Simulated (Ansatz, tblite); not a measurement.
Cost and result up the ladder for the cluster BaSe2 (3 atoms). Total charge 0; singlet. Geometry: PBE0-D4/def2-TZVP.

```csv
atom,x (Å),y (Å),z (Å)
Ba1,1.391,-0.743,-0.698
Se2,-0.556,1.315,-0.377
Se3,-0.835,-0.572,1.075
```

Ansatz on 4 threads of Arm Neoverse V2 on a shared host; xTB runs through tblite on one thread. Times are rough, summed over both states, and most runs start from the orbitals of an earlier one. CCSD(T)/def2-TZVPP serves as the yardstick here, not as an exact answer. The other state is a doublet.

In the def2 sets Ba takes a core potential; there is no spin–orbit coupling. The xTB rows come from tblite. Correlated methods freeze 18 core orbitals; core or outer-core shells of Ba, Se are correlated, in sets that lack core-valence functions. The structure comes from a short search, and lower isomers may exist.

Raw xTB energies of ions are shifted by several eV.

| level | functions | vertical IE (eV) | difference from CCSD(T)/def2-TZVPP (eV) |
| --- | --- | --- | --- |
| r2SCAN-D4/def2-TZVP | 136 | 6.13 | 0.12 |
| CCSD(T)/def2-TZVPP | 136 | 6.01 | 0.00 |
| PBE0-D4/def2-TZVP | 136 | 6.16 | 0.14 |
| GFN2-xTB | 27 | 11.66 | 5.65 |
| PBE-D4/def2-TZVP (with forces) | 136 | 6.12 | 0.11 |
| GFN1-xTB | 27 | 10.68 | 4.67 |

(1) Estimate how long each takes.

## Answers

(1) GFN1-xTB 0.007 s; GFN2-xTB 0.009 s; PBE-D4/def2-TZVP (with forces) 4.6 s; PBE0-D4/def2-TZVP 6.5 s; r2SCAN-D4/def2-TZVP 9.9 s; CCSD(T)/def2-TZVPP 39 s. On shared hardware such times vary by a factor of up to 3.
